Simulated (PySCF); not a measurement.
Electron correlation in Ir(2+) (iridium, charge +2)

Starting occupation: [Xe] 4f14 5d6 6p1, 5d3/2 with m_j = +3/2, 5d5/2 with m_j = -3/2, -1/2, +1/2, +3/2, +5/2, 6p3/2 with m_j = +3/2. Calculation: PySCF 2.14, in x2c-SVPall-2c with one added diffuse shell each of s, d type (8s9p10d2f, 99 functions); X2C-1e with screened-nucleus spin-orbit coupling, Gaussian nucleus. Frozen: [Kr] 4d10 4f14; 15 electrons correlated; the 22 highest virtual spinors left out.

MP2 pair energies summed by pair of shells (mhartree):

```tsv
pair	energy	share (%)
5d-5p	-65.54	36.3
5d-5d	-54.46	30.2
5p-5p	-34.65	19.2
5d-6p	-9.78	5.4
5p-5s	-5.21	2.9
5d-5s	-4.96	2.7
5p-6p	-3.89	2.2
5s-5s	-1.99	1.1
5s-6p	-0.07	0.0
```

Total MP2 correlation energy: -180.56 mhartree.

The GHF reference relaxed away from the jj start to a determinant that is no pure jj level (⟨S²⟩ = 8.24, ⟨J²⟩ = 35.79); the energies belong to that determinant.

This basis was not built for core-valence correlation, so the inner-shell part is incomplete.
